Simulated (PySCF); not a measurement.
C5H6O2, SMILES C([C@H]1O[C@H](O1)C)#C. Coordinates come from a PBE-D3(BJ)/def2-SVP optimisation. The structure was generated by enumeration; whether it is a known compound was not checked.

Q: Give the equilibrium geometry at PBE-D3(BJ)/def2-SVP (PySCF confirms it by a frequency run) as a Z-matrix, and its point group. (The exact figures need the calculation; the answer reports its results.)

A: point group Cs.
```
C
H 1 1.1204
O 1 1.4381 2 111.21
C 3 1.4337 1 86.98 2 -111.33
H 4 1.1211 3 112.03 1 112.59
O 4 1.4337 5 112.03 3 103.15
C 4 1.4660 5 109.59 6 128.43
C 7 1.2220 5 148.29 4 180.00
H 8 1.0817 5 160.57 4 -180.00
C 1 1.5079 2 111.52 3 129.05
H 10 1.1067 1 110.05 2 180.00
H 10 1.1085 11 109.37 1 120.77
H 10 1.1085 11 109.37 12 118.47
```
Charge 0, spin multiplicity 1.
